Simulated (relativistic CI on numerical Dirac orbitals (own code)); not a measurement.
**Ag³⁺: 4d valence photoemission**

Computed with this model: Dirac-Coulomb-Breit CI, orbitals from a KLI potential per configuration, QED by a radiative potential, valence Slater integrals scaled by 0.8, multiplet model of photoemission in the sudden approximation; configurations [Kr] 4d8 → [Kr] 4d7; 300 K; Lorentzian 0.3 eV and Gaussian 0.5 eV FWHM. Energies are those of the free ion, without screening or charge transfer. The energies are binding energies and can lie tens of eV above those of solids. S is read from ⟨S²⟩ = S(S + 1).

Field parameters in Wybourne normalisation: D3d B²₀ = −7Dσ, B⁴₀ = −14Dq − 21Dτ, B⁴₃ = −14√(10/7) Dq; D4h B²₀ = −7Ds, B⁴₀ = 21(Dq − Dt), B⁴₄ = 21√(5/14) Dq; Td as Oh with Dq negative (B⁴₀ = 21Dq, B⁴₄ = √(5/14) B⁴₀). The field is a parameter set, without covalency.

Computed curve for Td, 10Dq = -19700 cm⁻¹, scaled to 100 at the maximum (points under 2 are left out and the grid is thinned):

Energy (eV), Intensity and a bar:
```
     46.5        2.0 
     46.7        2.6 
     46.9        3.6 
     47.1        5.5 #
     47.3       10.2 ##
     47.6       33.0 #########
     47.8       57.3 #################
     48.0       63.4 ###################
     48.2       43.7 #############
     48.4       22.2 ######
     48.6       12.2 ###
     48.8        9.7 ##
     49.0       11.1 ###
     49.2       17.7 #####
     49.4       35.3 ##########
     49.7       79.6 ########################
     49.9       90.2 ###########################
     50.1       84.9 #########################
     50.3       90.2 ###########################
     50.5      100.0 ##############################
     50.7       91.9 ############################
     50.9       73.9 ######################
     51.1       60.0 ##################
     51.3       52.6 ###############
     51.5       50.5 ###############
     51.8       37.9 ###########
     52.0       28.9 ########
     52.2       31.9 #########
     52.4       39.4 ###########
     52.6       36.5 ###########
     52.8       27.0 ########
     53.0       22.3 ######
     53.2       19.8 #####
     53.4       14.9 ####
     53.6       10.4 ###
     53.9        7.1 ##
     54.1        5.8 #
     54.3        4.4 #
     54.5        3.0 
     54.7        2.0
```

The ground state has S = 1.00, and the centroid lies at 50.44 eV.
